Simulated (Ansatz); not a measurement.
The cluster Na6Zr, relaxed as a singlet with RKS PBE-D4/def2-SVP in Ansatz, starting from the GFN1-xTB geometry. Force threshold 0.02 eV/Å.

In the def2 sets Zr takes a core potential; there is no spin–orbit coupling. The restricted singlet is unstable towards broken spin symmetry at other levels; at PBE-D4/def2-SVP this wasn't settled. An occupied level of the charge 0 singlet lies above an empty one (by up to 0.01 eV), so this SCF solution is probably not the lowest. The relaxation made no stability test and no search for a lower SCF solution. At PBE-D4/def2-SVP a quintet of charge 0 lies 0.69 eV below the restricted singlet, each at its own geometry. The structure comes from a short search, and lower isomers may exist.

Start:

Cartesian coordinates in Å:
```
Zr 0.162 -0.393 0.212
Na 1.643 0.395 -0.068
Na 1.845 -1.025 0.675
Na -1.557 0.539 1.121
Na -1.485 -1.186 -0.771
Na 0.399 1.216 -0.668
Na -1.007 0.453 -0.501
```

(1) Estimate the energy that the relaxation releases and the steps that it takes.

(2) Does the start keep its bonding?

(3) Predict the relaxed structure.

Results:

(1) 4673.7 kJ/mol, in 30 steps; 63 s on 4 threads of Intel Xeon 6975P-C on a shared host. The force fell under the threshold at step 29, but the optimiser went on. No frequencies were taken in this run, so the end may be a saddle point.

(2) Bonds lost: Na2–Na5, Na2–Na7, Na3–Na6, Na3–Na7, Na5–Na6 (atoms count from 1).

(3) 
Cartesian coordinates in Å:
```
Zr 0.689 -0.502 -1.389
Na 2.636 1.183 0.769
Na 1.496 -2.180 1.381
Na -0.753 0.495 1.677
Na -1.782 -2.405 -0.136
Na 0.142 2.744 -0.880
Na -2.429 0.664 -1.421
```
Bond lengths (bridged metal pairs left out): 10 × Na–Na 3.35 to 3.62 Å; 6 × Na–Zr 3.33 to 3.53 Å.
